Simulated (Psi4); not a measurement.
C₆H₁₇NSi, singlet, at a GFN2-xTB geometry, atoms displaced at random by about 0.002 Å a coordinate; CAM-B3LYP/6-31G* (Psi4 1.11).

The Psi4 input:
```
memory 2 GB

molecule mol {
0 1
Si    0.007741    2.164302   -0.114726
N     0.037070    0.458514    0.109379
C    -1.248677   -0.208411    0.296674
C    -1.611779   -1.236812   -0.770847
C    -1.409487   -0.801685    1.706821
C     1.266940   -0.261173   -0.164880
C     1.428170   -0.663621   -1.636370
C     1.535100   -1.455130    0.748653
H     1.348648    2.659877    0.195481
H    -0.969989    2.724622    0.821024
H    -0.360152    2.585590   -1.475899
H    -1.988946    0.591519    0.217015
H    -0.998675   -2.129901   -0.691155
H    -2.649427   -1.531850   -0.639869
H    -1.493288   -0.806709   -1.762472
H    -0.898566   -1.751707    1.808827
H    -2.468378   -0.963811    1.908295
H    -1.016460   -0.104913    2.441351
H     2.061641    0.472044    0.036830
H     0.817524   -1.525521   -1.890160
H     1.143531    0.162919   -2.282394
H     2.469274   -0.918132   -1.832086
H     1.431370   -1.166914    1.790298
H     2.556055   -1.799494    0.583295
H     0.868055   -2.284144    0.528201
}

set {
  basis 6-31g*
  reference rks
}

energy('cam-b3lyp')
print_variables()
```

Output, abridged:

```
   => Loading Basis Set <=

    Name: 6-31G*
    Role: ORBITAL
    Keyword: BASIS

         ---------------------------------------------------------
                                   SCF
               by Justin Turney, Rob Parrish, Andy Simmonett
                          and Daniel G. A. Smith
                              RKS Reference
         ---------------------------------------------------------

  ==> Geometry <==

    Molecular point group: c1
    Full point group: C1

    Geometry (in Angstrom), charge = 0, multiplicity = 1:

       Center              X                  Y                   Z               Mass
    ------------   -----------------  -----------------  -----------------  -----------------
         SI           0.006902578844     2.121458546913    -0.116535512077    27.976926534650
         N            0.036231578844     0.415670546913     0.107569487923    14.003074004430
         C           -1.249515421156    -0.251254453087     0.294864487923    12.000000000000
         C           -1.612617421156    -1.279655453087    -0.772656512077    12.000000000000
         C           -1.410325421156    -0.844528453087     1.705011487923    12.000000000000
         C            1.266101578844    -0.304016453087    -0.166689512077    12.000000000000
         C            1.427331578844    -0.706464453087    -1.638179512077    12.000000000000
         C            1.534261578844    -1.497973453087     0.746843487923    12.000000000000
         H            1.347809578844     2.617033546913     0.193671487923     1.007825032230
         H           -0.970827421156     2.681778546913     0.819214487923     1.007825032230
         H           -0.360990421156     2.542746546913    -1.477708512077     1.007825032230
         H           -1.989784421156     0.548675546913     0.215205487923     1.007825032230
         H           -0.999513421156    -2.172744453087    -0.692964512077     1.007825032230
         H           -2.650265421156    -1.574693453087    -0.641678512077     1.007825032230
         H           -1.494126421156    -0.849552453087    -1.764281512077     1.007825032230
         H           -0.899404421156    -1.794550453087     1.807017487923     1.007825032230
         H           -2.469216421156    -1.006654453087     1.906485487923     1.007825032230
         H           -1.017298421156    -0.147756453087     2.439541487923     1.007825032230
         H            2.060802578844     0.429200546913     0.035020487923     1.007825032230
         H            0.816685578844    -1.568364453087    -1.891969512077     1.007825032230
         H            1.142692578844     0.120075546913    -2.284203512077     1.007825032230
         H            2.468435578844    -0.960975453087    -1.833895512077     1.007825032230
         H            1.430531578844    -1.209757453087     1.788488487923     1.007825032230
         H            2.555216578844    -1.842337453087     0.581485487923     1.007825032230
         H            0.867216578844    -2.326987453087     0.526391487923     1.007825032230

  Running in c1 symmetry.

  Rotational constants: A =      0.05444  B =      0.04986  C =      0.03724 [cm^-1]
  Rotational constants: A =   1632.01972  B =   1494.62731  C =   1116.32631 [MHz]
  Nuclear repulsion =  508.510559524284702

  Charge       = 0
  Multiplicity = 1
  Electrons    = 74
  Nalpha       = 37
  Nbeta        = 37

  ==> Algorithm <==

  SCF Algorithm Type is DF.
  DIIS enabled.
  MOM disabled.
  Fractional occupation disabled.
  Guess Type is SAD.
  Energy threshold   = 1.00e-06
  Density threshold  = 1.00e-06
  Integral threshold = 1.00e-12

  ==> Primary Basis <==

  Basis Set: 6-31G*
    Blend: 6-31G*
    Number of shells: 84
    Number of basis functions: 158
    Number of Cartesian functions: 158
    Spherical Harmonics?: false
    Max angular momentum: 2

  ==> DFT Potential <==

   => LibXC <=

    Version 7.1.2
[...]
  Using in-core AOs.

  ==> MemDFJK: Density-Fitted J/K Matrices <==

    J tasked:                   Yes
    K tasked:                   Yes
    wK tasked:                  Yes
    Omega:                3.300E-01
    Algorithm:                 Core
    Schwarz Cutoff:           1E-12
    Mask sparsity (%):       1.7786
    Fitting Condition:        1E-10

   => Auxiliary Basis Set <=

  Basis Set: (6-31G* AUX)
    Blend: CC-PVDZ-JKFIT
    Number of shells: 357
    Number of basis functions: 1122
    Number of Cartesian functions: 1122
    Spherical Harmonics?: false
    Max angular momentum: 3

  Minimum eigenvalue in the overlap matrix is 3.4927747197E-03.
  Reciprocal condition number of the overlap matrix is 4.4200433672E-04.
    Using symmetric orthogonalization.

  ==> Pre-Iterations <==

  SCF Guess: Superposition of Atomic Densities via on-the-fly atomic UHF (no occupation information).

   -------------------------
    Irrep   Nso     Nmo
   -------------------------
     A        158     158
   -------------------------
    Total     158     158
   -------------------------

  ==> Iterations <==

                           Total Energy        Delta E     RMS |[F,P]|

   @DF-RKS iter SAD:  -582.01130661967920   -5.82011e+02   0.00000e+00
   @DF-RKS iter   1:  -582.48879474322212   -4.77488e-01   5.83528e-03 DIIS/ADIIS
   @DF-RKS iter   2:  -582.50978560771853   -2.09909e-02   5.81420e-03 DIIS/ADIIS
   @DF-RKS iter   3:  -582.91635645600127   -4.06571e-01   9.02260e-04 DIIS/ADIIS
   @DF-RKS iter   4:  -582.92452566627207   -8.16921e-03   2.27814e-04 DIIS/ADIIS
   @DF-RKS iter   5:  -582.92511282318867   -5.87157e-04   6.70053e-05 DIIS
   @DF-RKS iter   6:  -582.92516522941480   -5.24062e-05   1.38653e-05 DIIS
   @DF-RKS iter   7:  -582.92516749741094   -2.26800e-06   4.03492e-06 DIIS
   @DF-RKS iter   8:  -582.92516772808381   -2.30673e-07   6.25927e-07 DIIS
  Energy and wave function converged.

  ==> Post-Iterations <==

   Electrons on quadrature grid:
      Ntotal   =   73.9999548354 ; deviation = -4.516e-05

    Orbital Energies [Eh]
    ---------------------

    Doubly Occupied:

[...]
      37A     -0.265354

    Virtual:

[...]
     158A      4.651097

    Final Occupation by Irrep:
              A
    DOCC [    37 ]
    NA   [    37 ]
    NB   [    37 ]

  @DF-RKS Final Energy:  -582.92516772808381

   => Energetics <=

    Nuclear Repulsion Energy =            508.5105595242847016
    One-Electron Energy =               -1805.4825652713204818
    Two-Electron Energy =                 762.7652947057640631
    DFT Exchange-Correlation Energy =     -48.7184566868120328
    Empirical Dispersion Energy =           0.0000000000000000
    VV10 Nonlocal Energy =                  0.0000000000000000
    Total Energy =                       -582.9251677280838067

Computation Completed

Properties will be evaluated at   0.000000,   0.000000,   0.000000 [a0]

Properties computed using the SCF density matrix

 Multipole Moments:

 ------------------------------------------------------------------------------------
     Multipole            Electronic (a.u.)      Nuclear  (a.u.)        Total (a.u.)
 ------------------------------------------------------------------------------------

 L = 1.  Multiply by 2.5417464519 to convert [e a0] to [Debye]
 Dipole X            :          0.1294499           -0.1518587           -0.0224088
 Dipole Y            :          5.7319339           -6.0624427           -0.3305088
 Dipole Z            :          0.2307392           -0.2598882           -0.0291489
 Magnitude           :                                                    0.3325476

 ------------------------------------------------------------------------------------

  Variable Map:
  ----------------------------------------------------------------------------
[...]
  Array Variable Map:
  ----------------------------------------------------------------------------
[...]
[...]
```
